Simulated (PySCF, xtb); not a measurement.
Cl3In, SMILES [Cl][In]([Cl])[Cl] (connectivity only; charge and spin as stated), charge +1, multiplicity 2.

Harmonic wavenumbers (cm⁻¹) from GFN2-xTB (xtb) at its own minimum, in rising order: 45, 45, 79, 242, 260, 260.

### Question
What does PBE0-D3(BJ)/def2-SVP in PySCF give at its own minimum? (The exact figures need the calculation; the answer reports its results.)

### Answer
58, 77, 170, 248, 338, 451. Paired by order, the mean absolute difference is 69 cm⁻¹ and the zero-point energies are 1.3 and 1.9 kcal/mol.
